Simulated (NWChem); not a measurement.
# Atomisation of CH5ClFNSi

SMILES: Cl[Si@H](CN)F
```xyz
10

N     -2.5197     0.1716     0.7918
C     -1.4784    -0.6069     0.1054
Si     0.2393     0.1365     0.3425
F      0.1492     1.6930    -0.1743
Cl     1.7185    -0.8184    -0.7621
H     -2.3559     0.1885     1.8071
H     -2.4946     1.1519     0.4817
H     -1.7081    -0.6653    -0.9812
H     -1.4962    -1.6592     0.4635
H      0.6545     0.1888     1.7821
```
Charge 0, spin multiplicity 1.

Program: NWChem. Structure: optimised with PBE/def2-SVP, a minimum by its harmonic frequencies. It is one conformer; others weren't searched.

Basis set: def2-TZVP. The atomisation energy is electronic alone: no zero-point, thermal, spin-orbit or counterpoise terms. No value is extrapolated to the basis-set limit. Free atoms are single determinants with multiplicities N 4, C 3, Si 3, F 2, Cl 2, H 2. Correlated methods freeze the same cores in atoms and molecule, 13 orbitals in all.

The structure started from a generated list of species. The stability of the SCF solutions was not checked. Open-shell Hartree-Fock references start from PBE0 orbitals.

For the atomisation energy, BHandHLYP gives 829.0 kcal/mol and MP2 gives 845.3 kcal/mol. What do PBE, CAM-B3LYP, PBE0 give?

PBE: 874.1 kcal/mol; CAM-B3LYP: 861.7 kcal/mol; PBE0: 857.3 kcal/mol.
